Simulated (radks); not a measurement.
The numbers below are computed, except where a source is named.
Question: Species: Ba XLI. Configuration: [Ne] 3s1.5 3p4 4s0.5 (fractional occupations, a model configuration). Level of theory: scalar-relativistic Kohn-Sham, TASK exchange with Perdew-Wang LDA correlation, spin-polarised, spherical densities, finite nucleus; open shells are filled with parallel spins first (spin-orbit coupling, left out, can overturn this in heavy ions); meta-GGA in the generalised Kohn-Sham scheme; Fermi nuclear charge, rms radius 4.8378 fm (a radial shooting solver on a logarithmic mesh with Libxc functionals). Some entries of the table are withheld. Estimate them.

orbital,occ.,eigenvalue (eV),<r^2> (bohr^2)
1s up,1,-39758.76,0.0008896
1s down,1,-39748.92,0.0008895
2s up,1,-8253.065,0.01384
2s down,1,-8246.928,0.01382
2p up,3,-7665.591,0.01093
2p down,3,-7656.518,0.01092
3s up,1,-3198.899,0.07970
3s down,0.5,-3172.179,0.08001
3p up,3,(1),(2)
3p down,1,(3),(4)
4s up,0.5,-1652.667,0.2814

Answer: 
(1) 3p up eigenvalue (eV): -3012.818
(2) 3p up <r^2> (bohr^2): 0.07629
(3) 3p down eigenvalue (eV): -2983.682
(4) 3p down <r^2> (bohr^2): 0.07656
